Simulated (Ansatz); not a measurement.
Basis sets compared for BiH2(CF3) (CH₂BiF₃). The state is a singlet with charge 0. Geometry r2SCAN-D4/def2-SVP. Ansatz on 4 threads of Intel Xeon on a shared host; times are rough, and most runs start from earlier orbitals.

```xyz
7

Bi    0.113   -1.566   -0.240
H    -0.373   -1.564    1.491
H    -1.603   -1.322   -0.720
C     0.402    0.749   -0.141
F    -0.637    1.409    0.388
F     0.610    1.246   -1.376
F     1.489    1.048    0.597
```

In the def2 sets Bi takes a core potential; there is no spin–orbit coupling.

Binding counts from free atoms (Bi quartet, H doublet, C triplet, F doublet) in the same basis, without a counterpoise term.

```tsv
level	functions	energy (Eh)	HOMO (eV)	LUMO (eV)	binding per atom (eV)	wall time
PBE-D4/def2-SVP	92	-552.8826	-6.68	-1.66	3.43	1.1 s
PBE0-D4/def2-SVP	92	-552.8520	-7.93	-1.00	3.23	2 s
```

(1) Estimate the rows for PBE-D4/def2-TZVP, PBE0-D4/def2-TZVP.

Answers

(1) 
```json
{"level": "PBE-D4/def2-TZVP", "functions": "186", "energy (Eh)": "-553.3070", "HOMO (eV)": "-6.89", "LUMO (eV)": "-1.90", "binding per atom (eV)": "3.37", "wall time": "2.4 s"}
{"level": "PBE0-D4/def2-TZVP", "functions": "186", "energy (Eh)": "-553.2741", "HOMO (eV)": "-8.05", "LUMO (eV)": "-1.20", "binding per atom (eV)": "3.19", "wall time": "4 s"}
```
